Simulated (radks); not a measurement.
Values are calculated unless marked as measured or tabulated.
Charge is removed step by step from the 3s down level of the dysprosium ion Dy3+, starting from [Ne] 3s(up 1, down 1) 3p6 3d10 4s2 4p6 4d10 4f9 5s2 5p6. Level of theory: scalar-relativistic Kohn-Sham, LDA (Slater exchange, Perdew-Wang correlation), spin-polarised, spherical densities, finite nucleus; open shells are filled with parallel spins first (spin-orbit coupling, left out, can overturn this in heavy ions); Fermi nuclear charge, rms radius 5.2218 fm (a radial shooting solver on a logarithmic mesh with Libxc functionals).

| removed (e) | E - E(0) (eV) | eigenvalue (eV) | E minus straight line (eV) |
|---|---|---|---|
| 0 | 0.000 | -2018.4 | 0.000 |
| 0.1 | 201.88 | -2023.3 | -2.228 |
| 0.2 | 404.24 | -2028.2 | -3.969 |
| 0.3 | 607.10 | -2033.1 | -5.219 |
| 0.4 | 810.45 | -2038.0 | -5.977 |
| 0.5 | 1014.3 | -2043.0 | -6.237 |
| 0.6 | 1218.6 | -2048.0 | -5.999 |
| 0.7 | 1423.5 | -2053.0 | -5.259 |
| 0.8 | 1628.8 | -2058.1 | -4.014 |
| 0.9 | 1834.7 | -2063.2 | -2.262 |
| 1 | 2041.1 | -2068.3 | 0.000 |

Removing the whole electron costs 2041.1 eV by Delta-SCF, against 2018.4 eV from minus the eigenvalue at the starting occupation. Slater's transition state (half an electron removed) gives 2043.0 eV. Integrating minus the eigenvalue over the occupation (Janak's theorem) gives 2043.1 eV. In this scalar-relativistic scheme the density is built from large components alone, so the theorem holds only approximately. The mean slope of the eigenvalue, de/dn, is 49.8 eV per electron.
